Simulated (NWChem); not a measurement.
Program: NWChem. System: CH5NSn, charge 0, spin multiplicity 1, at a geometry optimised with B3LYP/def2-SVP with def2 effective core potentials on Sn. The structure started from a generated list of species. Level: PBE0/def2-TZVPD with def2 effective core potentials on Sn.

The NWChem input:

```
start mol
memory heap 200 mb stack 900 mb global 1100 mb
geometry units angstroms nocenter noautoz noautosym
  Sn    -0.136182    -0.023309     0.390847
  C      0.718917     1.570071    -0.921868
  H      0.706199     2.553089    -0.425892
  H      0.144358     1.640728    -1.860857
  H      1.763519     1.322208    -1.177303
  N     -0.020023    -1.439662    -1.080818
  H      0.330818    -1.286373    -2.024435
  H     -0.309121    -2.406988    -0.956920
end
basis spherical
  * library def2-tzvpd
end
ecp
  Sn library def2-ecp
end
dft
  xc pbe0
  semidirect memsize 60000000 filesize 0
  iterations 100
end
task dft energy
```

NWChem printed:

```
             Northwest Computational Chemistry Package (NWChem) 7.3.0
             --------------------------------------------------------

                                NWChem Input Module
                                -------------------

 Scaling coordinates for geometry "geometry" by  1.889725989
 (inverse scale =  0.529177249)

                             Geometry "geometry" -> ""
                             -------------------------

 Output coordinates in angstroms (scale by  1.889725989 to convert to a.u.)

  No.       Tag          Charge          X              Y              Z
 ---- ---------------- ---------- -------------- -------------- --------------
    1 Sn                  50.0000    -0.13618200    -0.02330900     0.39084700
    2 C                    6.0000     0.71891700     1.57007100    -0.92186800
    3 H                    1.0000     0.70619900     2.55308900    -0.42589200
    4 H                    1.0000     0.14435800     1.64072800    -1.86085700
    5 H                    1.0000     1.76351900     1.32220800    -1.17730300
    6 N                    7.0000    -0.02002300    -1.43966200    -1.08081800
    7 H                    1.0000     0.33081800    -1.28637300    -2.02443500
    8 H                    1.0000    -0.30912100    -2.40698800    -0.95692000

 Effective nuclear repulsion energy (a.u.)     239.0732650144

            Nuclear Dipole moment (a.u.)
            ----------------------------
        X                 Y               Z
 ---------------- ---------------- ----------------
     0.0000264562     0.0000113384     0.0000170075


 Summary of "ao basis" -> "" (spherical)
 ------------------------------------------------------------------------------
       Tag                 Description            Shells   Functions and Types
 ---------------- ------------------------------  ------  ---------------------
 *                         def2-tzvpd                 on all atoms

                                 NWChem DFT Module
                                 -----------------

 Summary of "ao basis" -> "ao basis" (spherical)
[...]
     1     -0.158823  1 Sn s                 64      0.156735  2 C  py

 Vector   21  Occ=0.000000D+00  E=-6.633064D-02
              MO Center= -1.5D-01, -3.6D-02,  4.1D-01, r^2= 4.1D+00
   Bfn.  Coefficient  Atom+Function         Bfn.  Coefficient  Atom+Function
  ----- ------------  ---------------      ----- ------------  ---------------
    17      0.431245  1 Sn px                20      0.390550  1 Sn px
    11     -0.295736  1 Sn px                14      0.268530  1 Sn px
    19      0.143521  1 Sn pz               127     -0.143707  6 N  px
   130     -0.133543  6 N  px                22      0.131941  1 Sn pz
   133     -0.127584  6 N  px                18     -0.112726  1 Sn py

 Vector   22  Occ=0.000000D+00  E=-1.979737D-03
              MO Center= -2.6D-01, -8.2D-01,  1.7D-01, r^2= 8.4D+00
   Bfn.  Coefficient  Atom+Function         Bfn.  Coefficient  Atom+Function
  ----- ------------  ---------------      ----- ------------  ---------------
   126      1.460656  6 N  s                 62     -1.249315  2 C  s
   169     -1.005175  8 H  s                  7      0.862324  1 Sn s
   160     -0.748986  7 H  s                 96      0.642142  3 H  s
    22     -0.495027  1 Sn pz               125      0.451761  6 N  s
    18     -0.421927  1 Sn py               174     -0.404915  8 H  py

 Vector   23  Occ=0.000000D+00  E= 1.032208D-02
              MO Center=  4.9D-01,  8.7D-01, -7.7D-01, r^2= 1.2D+01
   Bfn.  Coefficient  Atom+Function         Bfn.  Coefficient  Atom+Function
  ----- ------------  ---------------      ----- ------------  ---------------
    61      2.627241  2 C  s                126     -2.555074  6 N  s
     7      1.992623  1 Sn s                 96     -1.853438  3 H  s
    22     -1.126789  1 Sn pz               169      0.902916  8 H  s
    62      0.888063  2 C  s                105     -0.834628  4 H  s
   114     -0.720158  5 H  s                  6     -0.512036  1 Sn s

------------------------------------------------------------
EAF file 0: "./mol.aoints.0" size=524288 bytes
------------------------------------------------------------
               write      read    awrite     aread      wait
               -----      ----    ------     -----      ----
     calls:        1         9         0         0         0
   data(b): 5.24e+05  4.72e+06  0.00e+00  0.00e+00
   time(s): 0.00e+00  0.00e+00  0.00e+00  0.00e+00  0.00e+00
rate(mb/s): 0.00e+00  0.00e+00
------------------------------------------------------------

 center of mass
 --------------
 x =  -0.06411098 y =  -0.02829416 z =   0.16986697

 moments of inertia (a.u.)
 ------------------
         466.639393066961         -67.757499483441          58.973656164744
         -67.757499483441         234.167560811423          -9.822839896341
          58.973656164744          -9.822839896341         318.801541324051

     Multipole analysis of the density
     ---------------------------------

     L   x y z        total         alpha         beta         nuclear
     -   - - -        -----         -----         ----         -------
     0   0 0 0     -0.000000    -20.000000    -20.000000     40.000000

     1   1 0 0      0.002545     -3.601594     -3.601594      7.205733
     1   0 1 0     -0.116449     -0.674897     -0.674897      1.233345
     1   0 0 1     -0.092744     10.293932     10.293932    -20.680608

     2   2 0 0    -28.467282    -27.350892    -27.350892     26.234503
     2   1 1 0     -0.388441    -21.146008    -21.146008     41.903576
     2   1 0 1      0.588803     14.606292     14.606292    -28.623780
     2   0 2 0    -28.002801    -99.203263    -99.203263    170.403724
     2   0 1 1      1.280023     -1.534065     -1.534065      4.348153
     2   0 0 2    -28.948828    -62.114581    -62.114581     95.280334

 Task  times  cpu:       56.6s     wall:       56.6s

 Total times  cpu:       56.6s     wall:       56.6s
```
